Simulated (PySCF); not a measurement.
Compound: C7H11O (doublet state).
Atom-mapped SMILES: `[CH3:1][CH2:2][C@:3]12[CH:4][C@:5]([OH:6])([CH2:7]1)[CH2:8]2` (hydrogens: H9, H10, H11 on C1; H12, H13 on C2; H14 on C4; H15 on O6; H16, H17 on C7; H18, H19 on C8)

Cartesian coordinates in Å at the GFN2-xTB level; atoms count from 1:
```xyz
19
C7H11O angstrom
C     -2.3407   -0.4525   -0.5142
C     -1.5456    0.2812    0.5609
C     -0.0656    0.1523    0.3470
C      1.0615    0.7500    1.1715
C      1.7898   -0.0124    0.0918
O      3.1355   -0.1794   -0.1209
C      0.7494    0.6212   -0.8853
C      0.7727   -1.1524    0.2974
H     -2.0876   -1.5099   -0.5166
H     -2.1206   -0.0409   -1.4964
H     -3.4077   -0.3546   -0.3302
H     -1.7922   -0.1253    1.5446
H     -1.8113    1.3418    0.5611
H      1.1876    1.7913    1.4251
H      3.5915    0.6513    0.0542
H      0.8165    1.6933   -1.0602
H      0.5839    0.0755   -1.8138
H      0.8610   -1.7075    1.2266
H      0.6121   -1.8136   -0.5501
```

The hyperfine couplings belong to this conformer and change with its torsions.

Computed, not measured: UKS B3LYP, pcH-1 on C H O, non-relativistic, mean-field spin-orbit, GIAO (PySCF). The structure is a single GFN2-xTB conformer in the gas phase; no vibrational or solvent corrections. The geometry wasn't refined by DFT: couplings that depend on bond lengths, twists or pyramidal angles can differ widely from those at the functional's own minimum. The SCF solution wasn't tested for stability.

Principal values of hyperfine tensors in MHz (contact and dipolar terms together), for some of the nuclei:

```csv
atom,isotope,A1,A2,A3
C4,13C,171.51,175.26,393.93
C7,13C,127.26,128.04,144.49
H17,1H,78.24,79.94,87.67
C8,13C,56.90,57.06,66.15
H14,1H,-12.22,17.55,57.58
C3,13C,-16.56,-13.31,-6.73
H19,1H,2.20,3.41,10.41
H18,1H,-9.09,-6.40,7.33
```

Problem. Split each tensor into its isotropic and traceless parts, and turn a_iso into mT with g = 2.0024.

Solution. a_iso = (A1 + A2 + A3)/3, Ti = Ai − a_iso; 1 mT corresponds to 28.026 MHz.

```
atom  a_iso (MHz)  a_iso (mT)      T1      T2      T3
  C4       246.90       8.810  -75.39  -71.64  147.03
  C7       133.26       4.755   -6.00   -5.22   11.23
 H17        81.95       2.924   -3.71   -2.01    5.72
  C8        60.04       2.142   -3.13   -2.98    6.12
 H14        20.97       0.748  -33.19   -3.42   36.61
  C3       -12.20      -0.435   -4.36   -1.11    5.47
 H19         5.34       0.190   -3.14   -1.93    5.07
 H18        -2.72      -0.097   -6.37   -3.68   10.05
```

Problem. What spin density at the nucleus of C8 lies behind its contact coupling (g_N = 1.40482)?

Solution. a_FC = (2μ0/3) gₑ μB g_N μN ρ(0)/(2S·h) = 800.24 MHz × g_N × ρ(0)/(2S), with ρ in bohr⁻³. With a_FC = 60.04 MHz and 2S = 1, ρ(0) = 0.05341 bohr⁻³.

Problem. C5 (13C, g_N = 1.40482) isn't in the table. Its spin density at the nucleus is -0.01595 bohr⁻³. What is its contact coupling?

Solution. By the same relation, a_FC = -17.93 MHz. Its full tensor has the principal values -23.11, -19.65, -11.03 MHz.

Problem. Which nucleus of the table has the largest anisotropic coupling, and what is its form?

Solution. C4: -75.4, -71.6, 147.0 MHz, nearly axial, close to the ratio −1:−1:+2, the form that spin in one p orbital centred on that nucleus gives.

Problem. In a single crystal, with the field along each principal axis of the tensor of H17 in turn, what first-order splitting does this nucleus give (isotropic g, quadrupole terms neglected)?

Solution. 2 lines (I = 1/2), spaced by |A_i|/(g × 13.996): 2.79, 2.85, 3.13 mT along the axes of A1, A2 and A3.

Time: 79 s (grids of density and orbitals included); peak memory 1.1 GiB. Hardware: one thread, Intel Xeon Platinum 8375C at 2.90 GHz (x86_64), no GPU, shared host.
